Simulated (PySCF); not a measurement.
This script is equivalent to a calculation on Xe³⁺ (xenon, charge +3).

```python
from pyscf import gto, scf, dft, mp, cc
import basis_set_exchange as bse
txt = bse.get_basis("aug-cc-pwCVTZ-PP", elements=["Xe"], fmt="nwchem", header=False)
cut = txt.index("\nECP")
mol = gto.M(atom="Xe 0 0 0", charge=3, spin=3, symmetry="D2h",
            basis=gto.basis.parse(txt[:cut]),
            ecp={"Xe": gto.basis.parse_ecp(txt[cut:])})
mf = scf.UHF(mol)
mf.irrep_nelec = {'Ag': (4, 4), 'B1g': (1, 1), 'B2g': (1, 1), 'B3g': (1, 1), 'B1u': (2, 1), 'B2u': (2, 1), 'B3u': (2, 1)}
mf.kernel()
```

(1) What total energy does it give?

(2) Which occupied shell lies highest, and where?

(3) What is ⟨S²⟩, and what would a pure spin state give?

Energies and moments cover only the electrons outside the core potential.

Answers

(1) -326.06092 hartree (calculated).

(2) 5p α, at -43.397 eV.

(3) 3.751, against 3.75.
